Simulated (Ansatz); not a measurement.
Molecule: SiS, net charge 1, doublet state. 
Structure (B3LYP-D3(BJ)/def2-TZVP (Ansatz, a quantum-chemistry and plane-wave program) minimum search):
```
Si
S 1 2.0827
```
Charge +1, spin multiplicity 2.

Basis-set convergence of Hartree-Fock and MP2 correlation energies (hartree) with Ansatz. Valence correlation only, unless marked. Open shells are spin-unrestricted. No spin-orbit coupling. Non-relativistic.

```
basis        functions       E(HF)  E(corr, MP2)
-----------  ---------  ----------  ------------
def2-SVPD           51  -685.93127      -0.16727
def2-TZVPPD         99  -686.16573      -0.20768
def2-QZVPPD        155  -686.18443      -0.22545
```

Extrapolating the two largest sets (X = 3 and 4) as X^-3: E(corr) = (64·(-0.22545) - 27·(-0.20768))/37 = -0.2384 Eh, an estimate of the basis-set limit. The largest set recovers 94.6 % of it, the smallest 70.2 %.
